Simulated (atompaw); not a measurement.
## Which change was made? (Ti, PAW (atompaw))

- Element: titanium
- Generator: atompaw 4.2.0.5
- Type: PAW
- Functional: PBEsol
- Relativity: non-relativistic
- Frozen core: [Ne]
- Valence charge: 12
- Reference configuration: 3s2 3p6 3d2 4s0.5 4p0 (charge +1.5)
- Partial waves: 3s (bound): rc 1.30 bohr; 4s (bound): rc 1.85 bohr; 3p (bound): rc 1.50 bohr; 4p (bound, empty): rc 1.85 bohr; 3d (bound): rc 1.85 bohr; 3d channel at 0.2 Ry: rc 1.85 bohr
- Local potential: bessel scheme, radius 1.70 bohr
- Core correction: smooth core density matched at 1.35 bohr
- Augmentation charge: sinc compensation charge, radius 1.55 bohr; PAW radius 1.85 bohr; waves and projectors: custom rrkj gramschmidtortho

Cutoffs, loose and tight: the cutoffs (Ry, on a coarse ladder) from which the occupation-weighted sum of valence levels, in a spherical-Bessel basis at the reference potential, stays within 10 and 1 mRy of its value at 400 Ry. They see the waves, projectors and local potential, not the compensation charge or the core.

The base gives: outcome: generated; cutoff, loose: 35 Ry; cutoff, tight: 70 Ry; bound ghosts: none.

(1) After one change the result is: outcome: generated; cutoff, loose: 45 Ry; cutoff, tight: 90 Ry; bound ghosts: none. Which change was it?
A. all radii scaled by about 0.87 (s 1.14, p 1.30, d 1.60 bohr); local potential bessel scheme, radius 1.48 bohr; augmentation sinc compensation charge, radius 1.34 bohr; PAW radius 1.60 bohr; waves and projectors: custom rrkj gramschmidtortho; core correction smooth core density matched at 1.18 bohr
B. all radii scaled by about 0.77 (s 1.00, p 1.16, d 1.44 bohr); local potential bessel scheme, radius 1.32 bohr; augmentation sinc compensation charge, radius 1.20 bohr; PAW radius 1.44 bohr; waves and projectors: custom rrkj gramschmidtortho; core correction smooth core density matched at 1.04 bohr
C. all radii scaled by about 1.29 (s 1.68, p 1.94, d 2.40 bohr); local potential bessel scheme, radius 2.20 bohr; augmentation sinc compensation charge, radius 2.00 bohr; PAW radius 2.40 bohr; waves and projectors: custom rrkj gramschmidtortho; core correction smooth core density matched at 1.74 bohr

Results:

(1) A. The others give: all radii scaled by about 0.77 (s 1.00, p 1.16, d 1.44 bohr); local potential bessel scheme, radius 1.32 bohr; augmentation sinc compensation charge, radius 1.20 bohr; PAW radius 1.44 bohr; waves and projectors: custom rrkj gramschmidtortho; core correction smooth core density matched at 1.04 bohr → outcome: generated; cutoff, loose: 60 Ry; cutoff, tight: 110 Ry; bound ghosts: none | all radii scaled by about 1.29 (s 1.68, p 1.94, d 2.40 bohr); local potential bessel scheme, radius 2.20 bohr; augmentation sinc compensation charge, radius 2.00 bohr; PAW radius 2.40 bohr; waves and projectors: custom rrkj gramschmidtortho; core correction smooth core density matched at 1.74 bohr → outcome: generated; cutoff, loose: 21 Ry; cutoff, tight: 40 Ry; bound ghosts: none.
